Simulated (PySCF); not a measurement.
**Where the electron goes**

Species: CH₁₀Ge₂OSi.
Z-matrix (Å and degrees, PBE0-D3(BJ)/def2-SVP geometry), rows numbered from 1:
```
C 
O   1  1.3957
Ge  2  1.7880  1  119.98
Ge  3  2.4342  2  110.73  1    68.64
Si  4  2.3832  3  113.34  2   -46.80
H   1  1.1082  2  112.90  3    53.36
H   1  1.1020  2  108.64  3   172.58
H   1  1.1085  2  112.76  3   -68.70
H   3  1.5483  2  107.95  1   -52.26
H   3  1.5366  2  103.98  1  -170.30
H   4  1.5420  3  109.72  2    75.70
H   4  1.5446  3  107.92  2  -167.34
H   5  1.4944  4  110.05  3    71.66
H   5  1.4952  4  110.24  3  -168.25
H   5  1.4953  4  110.04  3   -48.22
```

Level of theory: PySCF, TDDFT wB97X-D/def2-SVPD, vertical, gas phase, core orbitals frozen in the response. Relativistic effects, spin–orbit coupling among them, are left out although an element past zinc is present.

Frontier orbitals with the atoms that hold most of them (Löwdin shares over 4%, at most four atoms; ? is withheld):

```csv
orbital,ε (eV),atoms
LUMO+2,1.66,"Ge4 25%, Ge3 21%, Si5 14%, H11 7%"
LUMO+1,1.55,"Ge4 29%, Si5 14%, Ge3 11%, H12 10%"
LUMO,?,?
HOMO,-9.17,?
HOMO-1,-10.13,"Ge4 22%, Si5 21%, O2 20%, Ge3 7%"
HOMO-2,-10.38,"O2 42%, Ge4 11%, C1 11%, Si5 7%"
HOMO-3,-10.93,"O2 20%, Ge4 17%, Ge3 16%, H11 11%"
```

Question: Give the leading atoms of the LUMO.

Answer: Ge3 (bonded to Ge, O and 2 H) 27%; Ge4 (bonded to Ge, Si and 2 H) 18%; Si5 (bonded to Ge and 3 H) 16%; H10 (bonded to Ge) 8%. By element: germanium 45%, silicon 16%, hydrogen 8% or more.

Question: Give the leading atoms of the HOMO.

Answer: O2 (bonded to C and Ge) 32%; Ge4 (bonded to Ge, Si and 2 H) 20%; Ge3 (bonded to Ge, O and 2 H) 17%; Si5 (bonded to Ge and 3 H) 7%. By element: germanium 37%, oxygen 32%, silicon 7%.

Question: What is the LUMO energy, and the HOMO–LUMO gap?

Answer: ε(LUMO) = 1.19 eV; the gap is 10.35 eV (0.3804 hartree).

Question: The HOMO–LUMO gap is 10.35 eV. Where does the response calculation put the lowest singlet, and from which orbitals?

Answer: S1 is at 6.01 eV (f = 0.031), 4.34 eV below the gap, made of HOMO→LUMO (70%), HOMO→LUMO+1 (13%). Without the coupling terms of the response equations the lowest excitation would equal the gap.

Next come S2 at 6.76 eV (f 0.057), HOMO→LUMO+3 (58%), HOMO→LUMO+2 (22%); S3 at 6.86 eV (f 0.389), HOMO→LUMO+1 (66%), HOMO→LUMO (15%); S4 at 6.95 eV (f 0.028), HOMO→LUMO+2 (59%), HOMO→LUMO+3 (13%); S5 at 7.08 eV (f 0.032), HOMO-1→LUMO (55%), HOMO-1→LUMO+1 (10%).

Löwdin shares depend on the basis, the more so with diffuse functions.

One conformer stands for the species.
